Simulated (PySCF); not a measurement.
**Molecular orbitals of MgBe⁺**

PBE0 at R = 2.636 Å; PySCF, no relativity, basis sets Mg cc-pVDZ, Be cc-pVDZ. State: ²Σ⁺ (doublet), unpaired electrons σ ↑. Only the outer orbitals are listed, counted within each symmetry.

| spin | orbital | occ. | ε (eV) | on Mg (%) | main shells (%) |
| --- | --- | --- | --- | --- | --- |
| α | 1π | 1 | -57.95 | 100 | 100 Mg p |
| α | 1π | 1 | -57.95 | 100 | 100 Mg p |
| α | 4σ | 1 | -57.89 | 100 | 100 Mg p |
| α | 5σ | 1 | -13.29 | 33 | 64 Be s, 31 Mg s |
| α | 6σ | 1 | -10.75 | 57 | 55 Mg s, 31 Be s, 12 Be p |
| α | 7σ | 0 | -7.23 | 49 | 50 Be p, 41 Mg p, 8 Mg s |
| α | 2π | 0 | -7.05 | 34 | 66 Be p, 33 Mg p |
| α | 2π | 0 | -7.05 | 34 | 66 Be p, 33 Mg p |
| β | 1π | 1 | -57.86 | 100 | 100 Mg p |
| β | 1π | 1 | -57.86 | 100 | 100 Mg p |
| β | 4σ | 1 | -57.82 | 100 | 100 Mg p |
| β | 5σ | 1 | -13.02 | 35 | 53 Be s, 27 Mg s, 12 Be p |
| β | 6σ | 0 | -8.03 | 64 | 59 Mg s, 34 Be s |
| β | 2π | 0 | -6.55 | 35 | 64 Be p, 33 Mg p |
| β | 2π | 0 | -6.55 | 35 | 64 Be p, 33 Mg p |

Question: Which are the highest filled and the lowest empty level, where do they sit, and how wide is the gap?

Answer: Highest filled α 6σ at -10.75 eV (in %: 55 Mg s, 31 Be s, 12 Be p); lowest empty β 6σ at -8.03 eV (in %: 59 Mg s, 34 Be s); the gap at PBE0 is 2.72 eV.

| Item | Value |
| --- | --- |
| bond order (Mayer) | 0.73 |
| ⟨S²⟩ | 0.794 |
| charge on Mg (Mulliken, basis-dependent) | 0.75 |
| charge on Mg (Löwdin, basis-dependent) | 0.72 |
| dipole moment (positive dipole points towards Be; it is taken about the centre of mass and depends on that origin) | 0.48 D |
| polarisability along the bond | 136.7 bohr³ |
| polarisability across the bond | 55.7 bohr³ |

The state is the lowest determinant that a PBE0 search found; another state may lie lower at other levels.
